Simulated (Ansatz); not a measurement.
Relaxation of AlBrH5NO (9 atoms, charge 0, multiplicity 1), to a largest force component of 0.03 eV/Å in at most 50 steps.

The calculation used Ansatz 0.2.0, RKS r2SCAN-D4/def2-SVP.

```xyz
9
Properties=species:S:1:pos:R:3
Al 0.007 -0.318 0.249
N -0.028 -0.203 2.114
H -0.856 -0.381 2.675
H 0.812 -0.306 2.679
O 1.574 -0.376 -0.411
H 1.802 -0.349 -1.343
H -1.336 -0.440 -0.565
Br -0.273 3.222 0.892
H -0.178 2.016 1.798
```

Problem. Where does it end, and by what steps?

Solution. It converged. After 14 steps the energy has fallen by 2.141 eV; H9 moved furthest, 1.24 Å. Parted: Br8–H9 (1.51 → 3.09 Å). Joined: Al1–Br8 (3.61 → 2.32 Å), N2–H9 (2.25 → 1.02 Å).

```
step  energy less start (eV)  largest force component (eV/Å)  accepted
   0                  0.0000                           1.550       yes
   1                 -0.1868                           0.510       yes
   2                 -0.2731                           1.038       yes
   3                 -0.4374                           1.524       yes
   4                 -0.7497                           1.752       yes
   5                 -1.1739                           1.613       yes
   6                 -1.2414                           6.125       yes
   7                 -1.8103                           1.014       yes
   8                 -1.9890                           0.627       yes
   9                 -2.0537                           1.107       yes
  10                 -2.0776                           0.587       yes
  11                 -2.1059                           0.377       yes
  12                 -2.1286                           0.197       yes
  13                 -2.1345                           0.221       yes
  14                 -2.1414                           0.028       yes
```

```xyz
9
Properties=species:S:1:pos:R:3
Al -0.138 0.444 0.101
N -0.032 0.179 2.107
H -0.759 -0.412 2.516
H 0.877 -0.270 2.259
O 1.417 -0.275 -0.145
H 1.881 -0.324 -0.984
H -1.454 -0.306 -0.381
Br -0.235 2.755 0.014
H -0.032 1.077 2.600
```

Whether the end is a true minimum wasn't checked by a vibrational analysis.

Time of the run: 26 s on 4 threads of AMD EPYC 7B13 (Zen 3), on a shared host, peak memory 0.19 GiB.
